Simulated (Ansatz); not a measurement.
`BN(C)[SiH2][SiH3]` + H–F → `F[SiH2][SiH3]` + `BNC` at 700 K and 1 bar (ligand exchange at the Si–N bond).

Isolated molecules relaxed with PBE0-D4/def2-TZVP in Ansatz; ΔE leaves out vibrations. CCSD(T)/CBS adds triple-zeta CCSD(T) − MP2 to the extrapolated MP2 energy (def2 sets, frozen cores). This one scheme is used for every species. One conformer a species, not always the lowest.

| species | CCSD(T)/CBS energy (Eh) | H − E (kJ/mol) | S (J/(mol·K)) |
| --- | --- | --- | --- |
| `BN(C)[SiH2][SiH3]` | -701.75815 | 388.8 | 536.0 |
| H–F | -100.39570 | 45.2 | 198.5 |
| `F[SiH2][SiH3]` | -681.00067 | 179.4 | 406.1 |
| `BNC` | -121.18426 | 253.9 | 346.7 |

H − E and S are ideal-gas, rigid-rotor, harmonic terms from PBE0-D4/def2-TZVP, for one conformer and one mirror image of each species. 1 Eh = 2625.50 kJ/mol, R = 8.31446 J/(mol·K).

By hand: ΔE, ΔH, ΔS and ΔG.

ΔE = (-681.00067) + (-121.18426) − (-701.75815) − (-100.39570) = -0.03108 Eh = -81.6 kJ/mol. Δ(H − E) = 179.4 + 253.9 − 388.8 − 45.2 = -0.7, so ΔH = -82.3 kJ/mol. ΔS = 406.1 + 346.7 − 536.0 − 198.5 = 18.3 J/(mol·K). ΔG = -82.3 − 700 × (18.3)/1000 = -95.1 kJ/mol.

By hand: the equilibrium constant, and the temperature at which ΔG would vanish if ΔH and ΔS stayed fixed.

log₁₀ K = −ΔG/(RT ln 10) = 7.1. ΔH and −TΔS have one sign here, so there is no such temperature.

ΔH outweighs TΔS. A doubt of 5 kJ/mol in ΔE shifts log₁₀ K by 0.4 here. Other conformers and mirror images would add mixing entropy, several J/(mol·K) or more a flexible species. Modes under 60 cm⁻¹, often nearly free rotors, make the harmonic entropy too high. These are equilibria of isolated gas molecules and say nothing of rates. Largest T1 diagnostic: 0.013 (customary marks: 0.02 for closed shells, 0.045 for open ones).
